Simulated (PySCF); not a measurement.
How strong are the bonds of `[CH3][Al]([Cl])[Cl]` (CH3AlCl2)?

Parent: `[CH3][Al]([Cl])[Cl]` (CH3AlCl2). Non-hydrogen atoms are numbered in `[CH3:1][Al:2]([Cl:3])[Cl:4]`.

Computed at M06-2X/def2-TZVP // PBE0-D3(BJ)/def2-SVP with PySCF (density fitting, grid level 3). Zero-point and thermal terms (298.15 K, 1 bar) come from unscaled PBE0-D3(BJ)/def2-SVP harmonic frequencies, with soft modes damped to free rotors in the entropy.

```jsonl
{"bond": "C1–Al2", "r / Å": "1.931", "radicals": "CH3• + [Cl][Al][Cl]", "BDE(298 K) / kJ/mol": "342", "BDFE / kJ/mol": "300", "D₀ / kJ/mol": "338", "Dₑ / kJ/mol": "355"}
{"bond": "C1–H", "r / Å": "1.103", "radicals": "[CH2][Al]([Cl])[Cl] + H•", "BDE(298 K) / kJ/mol": "413", "BDFE / kJ/mol": "382", "D₀ / kJ/mol": "407", "Dₑ / kJ/mol": "440"}
{"bond": "Al2–Cl3", "r / Å": "2.098", "radicals": "[CH3][Al][Cl] + Cl•", "BDE(298 K) / kJ/mol": "493", "BDFE / kJ/mol": "454", "D₀ / kJ/mol": "491", "Dₑ / kJ/mol": "497"}
```

Homolysis to relaxed radicals in the gas phase; the table need not hold every single bond outside rings.

Weakest of these: C1–Al2 (342 kJ/mol); strongest: Al2–Cl3 (493 kJ/mol).

Caveats: spin-orbit coupling is left out of the energies, which matters for open shells on the heavier atoms.

Run with `OMP_NUM_THREADS=1 python redox_run.py task.json out` on 1 thread of Arm Neoverse V2, a shared host. Structures, frequencies and single points: 4.4 min of wall time.
